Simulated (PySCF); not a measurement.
Electron correlation in I⁺ (iodine, charge +1)

Starting occupation: [Kr] 4d10 5s2 5p3 6s1, 5p3/2 with m_j = -1/2, +1/2, +3/2, 6s1/2 with m_j = +1/2. Calculation: PySCF 2.14, in x2c-SVPall-2c with one added diffuse shell each of s, p type (7s9p4d, 54 functions); X2C-1e with screened-nucleus spin-orbit coupling, Gaussian nucleus. Frozen: [Ar] 3d10; 24 electrons correlated; the 6 highest virtual spinors left out.

MP2 pair energies summed by pair of shells (mhartree):

```json
{"pair": "5p-5s", "energy": "-28.40", "share (%)": "25.2"}
{"pair": "4d-4p", "energy": "-17.33", "share (%)": "15.4"}
{"pair": "4d-4d", "energy": "-12.10", "share (%)": "10.7"}
{"pair": "5p-5p", "energy": "-10.97", "share (%)": "9.7"}
{"pair": "4p-4p", "energy": "-9.61", "share (%)": "8.5"}
{"pair": "5p-6s", "energy": "-7.52", "share (%)": "6.7"}
{"pair": "4d-5p", "energy": "-7.14", "share (%)": "6.3"}
{"pair": "5s-5s", "energy": "-4.81", "share (%)": "4.3"}
{"pair": "5s-6s", "energy": "-4.60", "share (%)": "4.1"}
{"pair": "4d-5s", "energy": "-3.14", "share (%)": "2.8"}
{"pair": "4p-5p", "energy": "-2.05", "share (%)": "1.8"}
{"pair": "4d-4s", "energy": "-1.77", "share (%)": "1.6"}
{"pair": "4p-5s", "energy": "-1.07", "share (%)": "0.9"}
{"pair": "4p-4s", "energy": "-0.93", "share (%)": "0.8"}
{"pair": "4s-4s", "energy": "-0.41", "share (%)": "0.4"}
{"pair": "4d-6s", "energy": "-0.38", "share (%)": "0.3"}
{"pair": "4s-5s", "energy": "-0.22", "share (%)": "0.2"}
{"pair": "4s-5p", "energy": "-0.14", "share (%)": "0.1"}
{"pair": "4p-6s", "energy": "-0.06", "share (%)": "0.1"}
{"pair": "4s-6s", "energy": "-0.02", "share (%)": "0.0"}
```

Total MP2 correlation energy: -112.65 mhartree.

The GHF reference relaxed away from the jj start to a determinant that is no pure jj level (⟨S²⟩ = 5.81, ⟨J²⟩ = 6.00); the energies belong to that determinant.

This basis was not built for core-valence correlation, so the inner-shell part is incomplete.
